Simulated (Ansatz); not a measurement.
## Relative stability

Two relaxed structures of InH2SO (charge -1), singlet (PBE0-D4/def2-TZVPD; forces vanish, vibrations not checked).

A:

```csv
atom,x (Å),y (Å),z (Å)
O1,-1.5045,-1.1045,1.1464
In2,-0.7345,-0.1725,-0.3028
S3,1.6238,0.7029,-0.0868
H4,-1.1380,0.3487,-1.9185
H5,1.7531,0.2253,1.1617
```

B:

O1  (2.301, 1.966, -0.159)
In2  (-0.596, -0.471, -0.440)
S3  (1.865, 0.515, 0.059)
H4  (-1.025, 0.781, -1.745)
H5  (1.586, 0.358, 1.398)
(Å)

Ansatz 0.2.0; basis: def2-TZVPPD; cores frozen in the correlated methods. Filled d shells of the heavier atoms are correlated. Core potentials replace the inner electrons of the atoms past krypton. The def2 sets are not built for correlating such inner shells, so the correlated values are less sure here. B3LYP uses VWN-RPA correlation.

Question: Which structure is lower at CCSD(T), and by how much? (Judge from chemistry; the value comes from the calculation.)

Answer: Computed: A, by 30.22 kcal/mol (electronic energy, against the other). By their contacts, A is InH₂SO ([O][InH][SH]), total charge -1 and B is InH₂SO ([O][SH][InH]), total charge -1.

All methods give the same order:

```
   method  E(B) − E(A) (kcal/mol)
   PBE-D4                   21.33
r2SCAN-D4                   24.05
  PBE0-D4                   20.66
 B3LYP-D4                   20.38
  wB97M-V                   24.13
       HF                   18.00
      MP2                   34.76
     CCSD                   27.38
  CCSD(T)                   30.22
```

No T1 diagnostic of these runs exceeds 0.025. The restricted Hartree–Fock reference is unstable towards an unrestricted one at one or more of these structures.

Labels in which every atom is bracketed show which atoms are joined, not bond orders.

For scale, one of the runs: CCSD(T)/def2-TZVPPD, 181 basis functions, launched by `ansatz run in.yaml --threads 2 --pin off --events-out ev --progress --plain --max-ram 4352MiB`. Hardware: 2 CPU threads of an Arm Neoverse V1, shared host. Wall time 86 s; peak host memory 1.9 GiB.
